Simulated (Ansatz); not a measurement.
```yaml
crystal:
  periodic: [false, false, false]
  atoms:
    - {symbol: C, position_ang: [-0.417996, -0.767454, -1.730501]}
    - {symbol: Si, position_ang: [0.513518, -0.750572, -0.118104]}
    - {symbol: N, position_ang: [-0.263375, 0.285216, 1.061219]}
    - {symbol: B, position_ang: [0.222318, 1.497647, 1.544189]}
    - {symbol: Cl, position_ang: [-0.711390, 2.426082, 2.727148]}
    - {symbol: H, position_ang: [0.120437, -1.383581, -2.446733]}
    - {symbol: H, position_ang: [0.070437, -1.433581, -2.446733]}
    - {symbol: H, position_ang: [-0.459080, 0.233357, -2.166233]}
    - {symbol: H, position_ang: [0.568497, -2.129814, 0.437537]}
    - {symbol: H, position_ang: [1.888419, -0.224606, -0.294015]}
    - {symbol: H, position_ang: [-1.157505, -0.015522, 1.428210]}
    - {symbol: H, position_ang: [1.265705, 1.944894, 1.181611]}
basis:
  gaussian: {orbitals: def2-mTZVPP, final_grid: {core_spheres: 5, valence_spheres: 4, degree: 11}}
hamiltonian: {xc: {name: B97}}
output: {forces: true}
```

```sh
$ ansatz run in.yaml --threads 4 --pin off --events-out ev --progress --plain --max-ram 10444MiB
```

Output, abridged:

```
Functional definition: B97
1392 factors; integrals over basis functions are off by at most 1.3e-3 eV
mean field evaluation 1: about -23543.1108 eV, gradient 6.6e1 eV
mean field evaluation 2: about -23531.4647 eV, gradient 9.3e1 eV
mean field evaluation 4: about -23552.0175 eV, gradient 5.4e0 eV
mean field evaluation 8: about -23552.2485 eV, gradient 3.1e-1 eV
mean field evaluation 16: about -23552.2487 eV, gradient 1.3e-4 eV
mean field -23552.24873686 eV, -865.5291767920 hartree, gradient 6.0e-6 eV, S^2 0.000000; 0 other end points of the search recorded, 0 dependent functions left out
reference -23552.24876170 eV, -865.5291777047 hartree; 28, 28 occupied and 123, 123 virtual orbitals, 1392 factors
Total energy: -23552.24876170 eV, -865.5291777047 hartree
Atom 0 at    -0.417996    -0.767454    -1.730501 Å, force    -2.393052     2.498685     3.545035 eV/Å
Atom 1 at     0.513518    -0.750572    -0.118104 Å, force     0.474542    -0.649112    -0.371386 eV/Å
Atom 2 at    -0.263375     0.285216     1.061219 Å, force    -0.364258    -0.150094    -0.267414 eV/Å
Atom 3 at     0.222318     1.497647     1.544189 Å, force     0.463801     0.189463    -0.206506 eV/Å
Atom 4 at    -0.711390     2.426082     2.727148 Å, force    -0.172807     0.174123     0.284526 eV/Å
Atom 5 at     0.120437    -1.383581    -2.446733 Å, force  2018.641328  2017.484715    -2.527156 eV/Å
Atom 6 at     0.070437    -1.433581    -2.446733 Å, force -2016.829786 -2018.938307     0.149833 eV/Å
Atom 7 at    -0.459080     0.233357    -2.166233 Å, force     0.178066    -0.582057    -0.830779 eV/Å
Atom 8 at     0.568497    -2.129814     0.437537 Å, force     0.049163    -0.000604    -0.048287 eV/Å
Atom 9 at     1.888419    -0.224606    -0.294015 Å, force     0.125709     0.037462     0.288559 eV/Å
Atom 10 at    -1.157505    -0.015522     1.428210 Å, force    -0.096383    -0.057970    -0.061186 eV/Å
Atom 11 at     1.265705     1.944894     1.181611 Å, force    -0.076324    -0.006304     0.044761 eV/Å
Dipole moment:     0.220717    -0.388903    -0.546576 e Å
```

(1) Something in this input is off. What?

Results:

(1) One atom was put on top of another. The calculation finished and met its thresholds. The result belongs to that input, not to the molecule as meant.
